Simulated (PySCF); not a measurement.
Electron correlation in Fe⁺ (iron, charge +1)

[Ar] 3d5 4s2, high-spin 6S determinant (an excited configuration). Calculation: PySCF 2.14, in aug-cc-pVDZ (7s6p4d2f, 59 functions); no relativity, point nucleus. Frozen: [Ar]; 7 electrons correlated.

```csv
level,correlation energy (mhartree)
CCSD,-115.66
(T),-2.34
CCSD(T),-118.00
```

Diagnostics: T1 = 0.012, D1 = 0.0333, largest double amplitude 0.100.

Cost of the coupled-cluster step: roughly 5 core-seconds, for 7 correlated electrons.

Iterations:

```
CC2 = 0
CCSD nocc = (np.int64(6), np.int64(1)), nmo = (50, 50)
frozen orbitals [[0, 1, 2, 3, 4, 5, 6, 7, 8], [0, 1, 2, 3, 4, 5, 6, 7, 8]]
max_cycle = 100
direct = 0
conv_tol = 1e-08
conv_tol_normt = 1e-06
diis_space = 8
diis_start_cycle = 0
Init t2, MP2 energy = -0.101902279226433
Init E_corr(UCCSD) = -0.101902279255367
cycle = 1  E_corr(UCCSD) = -0.110980503314739  dE = -0.00907822406  norm(t1,t2) = 0.0521914
cycle = 2  E_corr(UCCSD) = -0.113805017299487  dE = -0.00282451398  norm(t1,t2) = 0.0214833
cycle = 3  E_corr(UCCSD) = -0.115663449886106  dE = -0.00185843259  norm(t1,t2) = 0.00972237
cycle = 4  E_corr(UCCSD) = -0.11563860661052  dE = 2.48432756e-05  norm(t1,t2) = 0.00131569
cycle = 5  E_corr(UCCSD) = -0.115657515136004  dE = -1.89085255e-05  norm(t1,t2) = 0.000678463
cycle = 6  E_corr(UCCSD) = -0.115664947605322  dE = -7.43246932e-06  norm(t1,t2) = 0.000312893
cycle = 7  E_corr(UCCSD) = -0.115663152984666  dE = 1.79462066e-06  norm(t1,t2) = 0.000114046
cycle = 8  E_corr(UCCSD) = -0.11566500586691  dE = -1.85288224e-06  norm(t1,t2) = 3.47782e-05
cycle = 9  E_corr(UCCSD) = -0.115664202157974  dE = 8.03708937e-07  norm(t1,t2) = 1.10553e-05
cycle = 10  E_corr(UCCSD) = -0.115664347442902  dE = -1.45284928e-07  norm(t1,t2) = 4.08187e-06
cycle = 11  E_corr(UCCSD) = -0.115664330648684  dE = 1.67942178e-08  norm(t1,t2) = 1.61895e-06
cycle = 12  E_corr(UCCSD) = -0.115664341607255  dE = -1.0958571e-08  norm(t1,t2) = 6.2491e-07
cycle = 13  E_corr(UCCSD) = -0.115664333710944  dE = 7.89631088e-09  norm(t1,t2) = 2.4805e-07
UCCSD converged
E(UCCSD) = -1262.236970792681  E_corr = -0.1156643337109445
UCCSD(T) correction = -0.00233949355012196
```
